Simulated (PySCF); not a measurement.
Si5H10.
Numbering: `[SiH2:1]1[SiH2:2][SiH2:3][SiH2:4][SiH2:5]1` (hydrogens: H6, H7 on Si1; H8, H9 on Si2; H10, H11 on Si3; H12, H13 on Si4; H14, H15 on Si5)

The calculation used PBE0-D3(BJ)/def2-SVP geometry optimisation, gas phase (PySCF 2.14.0).

Question: What internal coordinates does the optimisation give?

Answer: 
```csv
bond,length (pm),order
Si1–Si2 and 4 like bonds,236.3,single
Si1–H6 and 9 like bonds,149.7,single
```

Bonds in one row agree within 1 pm and their mean is given. Orders are formal, as drawn. A selection of angles:
```csv
angle,degrees
Si2–Si1–Si5,107.9
Si2–Si1–H6,110.0
H6–Si1–H7,108.3
```

Dihedral angles: Si5–Si1–Si2–Si3 -3° (synperiplanar); Si1–Si2–Si3–Si4 1° (synperiplanar); Si2–Si3–Si4–Si5 1° (synperiplanar); Si3–Si4–Si5–Si1 -3° (synperiplanar); Si2–Si1–Si5–Si4 3° (synperiplanar).

Si1 (SiH2 silicon) is tetrahedral (angles from 107.9° to 110.3°). All 5 Si–Si bonds measure 2.362 to 2.364 Å. All internal angles of the 5-membered ring Si1–Si2–Si3–Si4–Si5 are 108.0° (sum 540°, against 540° for a flat polygon); it is almost planar, 0.02 Å rms from its mean plane, widest ring torsion 3°.

PBE0-D3(BJ)/def2-SVP frequencies: not computed here.
